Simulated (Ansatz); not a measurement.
Geometry optimisation, DFT PBE, scalar-relativistic, plane waves, PAW in Ansatz.

Input:

```yaml
crystal:
  lattice:
    - [0.0, 5.43, 5.43]
    - [5.43, 0.0, 5.43]
    - [5.43, 5.43, 0.0]
  atoms:
    - { symbol: Si, position: [0.0, 0.0, 0.0] }
    - { symbol: Si, position: [0.125, 0.125, 0.125] }
    - { symbol: Si, position: [0.0, 0.0, 0.5] }
    - { symbol: Si, position: [0.125, 0.125, 0.625] }
    - { symbol: Si, position: [0.0, 0.5, 0.0] }
    - { symbol: Si, position: [0.125, 0.625, 0.125] }
    - { symbol: Si, position: [0.0, 0.5, 0.5] }
    - { symbol: Si, position: [0.125, 0.625, 0.625] }
    - { symbol: Si, position: [0.5, 0.0, 0.0] }
    - { symbol: Si, position: [0.625, 0.125, 0.125] }
    - { symbol: Si, position: [0.5, 0.0, 0.5] }
    - { symbol: Si, position: [0.625, 0.125, 0.625] }
    - { symbol: Si, position: [0.5, 0.5, 0.0] }
    - { symbol: Si, position: [0.625, 0.625, 0.125] }
    - { symbol: Si, position: [0.5, 0.5, 0.5] }
    - { symbol: Si, position: [0.625, 0.625, 0.625] }
    - { symbol: Cu, position: [0.38535347, 0.35837256, 0.37831328] }
total_charge: 1
basis:
  ecutwfc: 420.0
kpoints:
  mp_grid: { grid: [2, 2, 2] }
hamiltonian:
  xc: pbe
  pseudopotentials: { kind: paw, azcp: { folder: soft_1 } }
scf:
  occupations: { method: gaussian, width: 0.02 }
  lower_state_search: "off"
relax:
  f_tol: 0.03
  max_steps: 60
  adjacent_minimum: "off"
```

Run as:

```bash
$ ansatz run input.yaml --threads 1 --pin off --max-ram 3072MiB --backend cpu --events-out ev --progress --plain --runs-dir out
```

Where does it end, and by what steps?

The forces met the threshold. Limits of this set-up: charged cell in a uniform background, uncorrected. After 7 steps the energy has fallen by 0.168 eV; Si11 moved furthest, 0.24 Å.

| step | energy less start (eV) | largest force component (eV/Å) | accepted |
| --- | --- | --- | --- |
| 0 | 0.0000 | 0.837 | yes |
| 1 | -0.1164 | 0.279 | yes |
| 2 | -0.1400 | 0.141 | yes |
| 3 | -0.1539 | 0.106 | yes |
| 4 | -0.1611 | 0.131 | yes |
| 5 | -0.1672 | 0.052 | yes |
| 6 | -0.1675 | 0.040 | yes |
| 7 | -0.1679 | 0.007 | yes |

```xyz
17
Lattice="0.0000 5.4300 5.4300 5.4300 0.0000 5.4300 5.4300 5.4300 0.0000" Properties=species:S:1:pos:R:3
Si 0.057 -0.031 0.058
Si 1.409 1.306 1.408
Si 2.746 2.658 0.058
Si 4.027 4.118 1.361
Si 2.761 -0.045 2.761
Si 4.115 1.293 4.118
Si 5.427 2.718 2.774
Si 6.852 4.030 4.118
Si 0.057 2.658 2.744
Si 1.357 4.116 4.029
Si 2.574 5.572 2.576
Si 4.029 6.788 4.029
Si 2.769 2.713 5.432
Si 4.116 4.029 6.850
Si 5.432 5.376 5.432
Si 6.658 6.918 6.665
Cu 3.913 4.232 3.926
```

The run took 43 s on 1 thread of Arm Neoverse V2, with other jobs on the host, peak memory 0.56 GiB.
